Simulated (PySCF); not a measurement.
## Distorted geometries of Nd2(OH)6

Nd2(OH)6 (singlet in the valence; each metal's 4f electrons, 3 of them, lie in its core potential, out of spins and levels). PySCF 2.14.0, RKS BP86, Nd lcecp-1-SVP with ECP49, O def2-SVP, H def2-SVP; non-relativistic Hamiltonian with scalar-relativistic core potentials where named; density fitting; no spin-orbit coupling. Relaxed geometry:

```xyz
14

Nd    0.0000    0.0000    1.8573
Nd    0.0000    0.0000   -1.8573
O     1.4466   -0.1148    0.0000
H     2.3243   -0.5402    0.0000
O    -1.4466    0.1148    0.0000
H    -2.3243    0.5402    0.0000
O    -0.1155    1.8086    2.9487
H    -0.1185    2.6019    3.5039
O     0.1155   -1.8086    2.9487
H     0.1185   -2.6019    3.5039
O    -0.1155    1.8086   -2.9487
H    -0.1185    2.6019   -3.5039
O     0.1155   -1.8086   -2.9487
H     0.1185   -2.6019   -3.5039
```

Q: Order these distorted geometries by energy above the relaxed one, lowest first.
A.
```xyz
14

Nd   -0.0268   -0.2213    1.9018
Nd    0.1037   -0.2084   -1.7790
O     1.4907    0.0158   -0.0506
H     2.3822   -0.5596   -0.1200
O    -1.6315    0.6126    0.0944
H    -2.4141    0.4367    0.1108
O    -0.1840    2.0012    2.8729
H    -0.0649    2.5520    3.5816
O     0.1037   -1.7922    3.0088
H     0.1587   -2.7841    3.7561
O     0.0244    1.9075   -3.0188
H    -0.2671    2.5838   -3.6183
O     0.1179   -1.8132   -3.1105
H     0.2070   -2.7307   -3.6290
```
B.
```xyz
14

Nd   -0.0210   -0.0785    1.7338
Nd    0.0265   -0.1059   -1.9061
O     1.5050   -0.0729   -0.0607
H     2.1367   -0.3017    0.0787
O    -1.4167    0.1250    0.0498
H    -2.3757    0.5088   -0.0114
O    -0.2382    1.7149    3.1184
H    -0.2071    2.5754    3.5792
O     0.1472   -1.8255    3.1237
H     0.1393   -2.7195    3.4498
O    -0.1220    1.7694   -3.0221
H    -0.0206    2.5577   -3.4370
O     0.1335   -1.7600   -3.1448
H     0.3131   -2.3872   -3.5513
```
C.
```xyz
14

Nd   -0.0121   -0.0123    1.8893
Nd   -0.0119   -0.0503   -1.9053
O     1.4784   -0.1215    0.0193
H     2.3363   -0.5784   -0.0360
O    -1.4473    0.1167   -0.0084
H    -2.3245    0.5707    0.0298
O    -0.1222    1.8587    2.9346
H    -0.1453    2.6226    3.5022
O     0.1435   -1.8269    2.9781
H     0.1167   -2.5737    3.5738
O    -0.1377    1.8178   -2.9690
H    -0.1438    2.5672   -3.5341
O     0.0784   -1.7919   -2.9614
H     0.1915   -2.5989   -3.5129
```

A: C (0.18 eV), A (5.59 eV), B (6.98 eV).

Q: Which forces (eV/Å) act in the one that lies 5.59 eV up?

A: 
```
Nd   -0.95   7.57  -2.09
Nd   -1.88   4.45  -2.14
O     2.76  -2.49   0.77
H    -2.40   1.77   0.37
O    17.30   1.54  -0.29
H   -15.76  -3.28   0.20
O    -0.24  -5.16  -4.19
H     0.58   2.42   3.34
O     0.53  -8.03   5.66
H    -0.27   4.50  -3.37
O     0.61  -3.41   2.34
H    -0.36   0.64  -0.74
O     0.39  -3.45  -1.40
H    -0.30   2.94   1.54
```
Forces carry noise of the integration grid, about 0.01 to 0.03 eV/Å.

A frequency check found unstable modes (1, the lowest at -6 cm⁻¹), so the relaxed geometry is a saddle point, or these are noise. An lcecp potential fixes the number of 4f electrons, so in runs with it no electron can move into or out of that shell.
